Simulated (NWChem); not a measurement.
System: CH$_{3}$NO$_{3}$Si; SMILES N(=C=O)[SiH](O)O

Here is an NWChem input.

```
start job
memory heap 200 mb stack 900 mb global 1100 mb
geometry units angstroms noautoz
  Si    -0.055983     0.949409     0.435508
  O     -1.475184     1.526022    -0.202869
  O      1.230974     1.796797    -0.202106
  N      0.218906    -0.723759     0.043358
  C      0.132602    -1.927756    -0.066802
  O      0.081791    -3.101188    -0.194735
  H     -0.201042     1.081325     1.908454
  H     -1.475513     1.660255    -1.167218
  H      2.009145     1.252073    -0.412131
end
basis spherical
  Si library 6-311g**
  O library 6-311g**
  N library 6-311g**
  C library 6-311g**
  H library 6-311g**
end
dft
  xc hfexch
  iterations 150
  mulliken
end
task dft energy
```

Output (shortened):

```
             Northwest Computational Chemistry Package (NWChem) 7.3.0
             --------------------------------------------------------

 C1  symmetry detected

                             Geometry "geometry" -> ""
                             -------------------------

 Output coordinates in angstroms (scale by  1.889725989 to convert to a.u.)

  No.       Tag          Charge          X              Y              Z
 ---- ---------------- ---------- -------------- -------------- --------------
    1 Si                  14.0000    -0.02007780     0.92042308     0.37515377
    2 O                    8.0000    -1.42284605     1.53675009    -0.26243661
    3 O                    8.0000     1.29225314     1.68646658    -0.31175321
    4 N                    7.0000     0.17439247    -0.77618056     0.03966291
    5 C                    6.0000     0.03336837    -1.97827951    -0.02562654
    6 O                    8.0000    -0.07114931    -3.15207520    -0.11030826
    7 H                    1.0000    -0.13489976     1.11078634     1.84436839
    8 H                    1.0000    -1.43315528     1.63660788    -1.23089401
    9 H                    1.0000     2.04212454     1.10049186    -0.51352376

 Effective nuclear repulsion energy (a.u.)     279.3537223893

  xc_inp: hfexch multiplicative factor not found.

                                 NWChem DFT Module
                                 -----------------

 Summary of "ao basis" -> "ao basis" (spherical)
 ------------------------------------------------------------------------------
       Tag                 Description            Shells   Functions and Types
 ---------------- ------------------------------  ------  ---------------------
 Si                         6-311g**                12       26   6s5p1d
 O                          6-311g**                 8       18   4s3p1d
 N                          6-311g**                 8       18   4s3p1d
 C                          6-311g**                 8       18   4s3p1d
 H                          6-311g**                 4        6   3s1p

            General Information
            -------------------
          SCF calculation type: DFT
          Wavefunction type:  closed shell.
          No. of atoms     :     9
          No. of electrons :    54
           Alpha electrons :    27
            Beta electrons :    27
          Charge           :     0
          Spin multiplicity:     1
          Use of symmetry is: off; symmetry adaption is: off
          Maximum number of iterations: 150
          AO basis - number of functions:   134
                     number of shells:    64
          Convergence on energy requested:  1.00D-06
          Convergence on density requested:  1.00D-05
          Convergence on gradient requested:  5.00D-04

              XC Information
              --------------
                     Hartree-Fock (Exact) Exchange  1.000

      Superposition of Atomic Density Guess
      -------------------------------------

 Sum of atomic energies:        -606.63962910

      Non-variational initial energy
      ------------------------------

 Total energy =    -608.860914
 1-e energy   =   -1390.990237
 2-e energy   =     502.775600
 HOMO         =      -0.381023
 LUMO         =       0.044099

     ---------------------------------------------
      Total Density - Mulliken Population Analysis
     ---------------------------------------------

    Atom       Charge   Shell Charges
 -----------   ------   -------------------------------------------------------
    1 Si  14    12.51   0.79  1.18  0.96  1.03  0.72  0.23  1.94  3.95  0.48  0.79  0.17  0.27
    2 O    8     8.90   1.08  0.91  1.02  1.03  2.29  0.78  1.79  0.00
    3 O    8     8.91   1.08  0.91  1.02  1.03  2.29  0.78  1.79  0.00
    4 N    7     7.87   1.09  0.90  0.80  0.90  1.93  0.73  1.50  0.02
    5 C    6     4.91   1.10  0.89  0.44  0.77  1.00  0.22  0.33  0.15
    6 O    8     8.65   1.08  0.91  0.98  1.04  2.19  0.83  1.61  0.01
    7 H    1     1.13   0.23  0.56  0.33  0.01
    8 H    1     0.57   0.20  0.26  0.06  0.05
    9 H    1     0.57   0.20  0.26  0.06  0.05

   convergence    iter        energy       DeltaE   RMS-Dens  Diis-err
 ---------------- ----- ----------------- --------- --------- ---------
 d= 0,ls=0.0,diis     1   -607.6836344312 -8.87D+02  5.64D-03  1.37D+00
 d= 0,ls=0.0,diis     2   -607.7802890734 -9.67D-02  2.29D-03  5.43D-01
 d= 0,ls=0.0,diis     3   -607.8261841883 -4.59D-02  5.40D-04  1.16D-02
 d= 0,ls=0.0,diis     4   -607.8274556423 -1.27D-03  2.08D-04  2.20D-03
 d= 0,ls=0.0,diis     5   -607.8276840415 -2.28D-04  5.77D-05  1.32D-04
  Resetting Diis
 d= 0,ls=0.0,diis     6   -607.8277007622 -1.67D-05  1.58D-05  3.49D-06
 d= 0,ls=0.0,diis     7   -607.8277015382 -7.76D-07  4.33D-06  6.80D-07

         Total DFT energy =     -607.827701538248
      One electron energy =    -1393.891286922868
           Coulomb energy =      564.798630818022
    Exchange-Corr. energy =      -58.088767822655
 Nuclear repulsion energy =      279.353722389253

 Numeric. integr. density =        0.000000000000

                       DFT Final Molecular Orbital Analysis
                       ------------------------------------

 Vector   25  Occ=2.000000D+00  E=-5.071880D-01
              MO Center=  4.7D-01,  1.2D+00,  2.3D-01, r^2= 3.2D+00
   Bfn.  Coefficient  Atom+Function         Bfn.  Coefficient  Atom+Function
  ----- ------------  ---------------      ----- ------------  ---------------
    57      0.324584  3 O  pz                53      0.296777  3 O  pz
    49      0.194658  3 O  pz               118     -0.191145  7 H  s
   119     -0.181449  7 H  s                 37      0.143326  2 O  px
    33      0.141501  2 O  px                55      0.126342  3 O  px
    51      0.112859  3 O  px                18     -0.105814  1 Si pz

[...]
```

Level: Hartree-Fock/6-311G** (spherical d). Geometry: optimised at PBE-D3(BJ)/def2-SVP.
